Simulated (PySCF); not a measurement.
**C₆ coefficients of unlike pairs at M06**

Calculated with PySCF 2.14 from the dipole response of each species, C₆(A,B) = (3/π) ∫ α_A(iu) α_B(iu) du, in atomic units, from isotropic polarisabilities. For ions this is the dispersion term alone; charge-induced terms of lower order in 1/R come first.

```
species  configuration                          basis     relativity  α (bohr³)  C₆ (like pair)
    C²⁺  [He] 2s2 (1S)           dyall-av2z (11s7p2d)           none      4.227           6.328
   Si³⁺  [Ne] 3s1 (2S)  aug-cc-pCVQZ-DK (10s9p7d5f3g)  spin-free X2C      6.874           12.51
   Co³⁺  [Ar] 3d6 (5D)    aug-cc-pwCVTZ (10s9p7d4f3g)           none      1.741           4.179
```

(1) Estimate C₆ for Co³⁺ with C²⁺.

No spin-orbit coupling is included.

The other pairs:

| pair | C₆ |
| --- | --- |
| Si³⁺, C²⁺ | 8.804 |
| Co³⁺, Si³⁺ | 5.540 |

Answers

(1) The integral gives 4.206. The combination rule 2 C_A C_B / (C_A α_B/α_A + C_B α_A/α_B) gives 4.148 and the geometric mean 5.142.
